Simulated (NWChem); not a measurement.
Species: CsBr; SMILES [Cs][Br]

```xyz
2

Cs     0.0000     0.0000    -1.2053
Br     0.0000     0.0000     1.8941
```
Atoms are numbered in this order, from 1.

All runs: NWChem. Coordinates come from a PBE0-D3(BJ)/def2-TZVP optimisation. def2 effective core potentials on Cs; no spin-orbit coupling.

Question: Taking PBE0/def2-QZVP as the yardstick, which of these has the fewest basis functions while keeping “dipole (D)” within 0.05 D of it: PBE0/def2-SVPD; PBE0/def2-TZVP; PBE0/def2-SVP; PBE0/def2-TZVPP?

Answer: PBE0/def2-TZVP.
```tsv
level	basis functions	dipole (D)	relative time (rough)
PBE0/def2-SVP	56	10.66	1
PBE0/def2-SVPD	68	11.18	1
PBE0/def2-TZVP	77	10.86	2
PBE0/def2-TZVPP	84	10.86	3
PBE0/def2-QZVP	123	10.85	10
```

The yardstick is one finite set, not the basis-set limit.
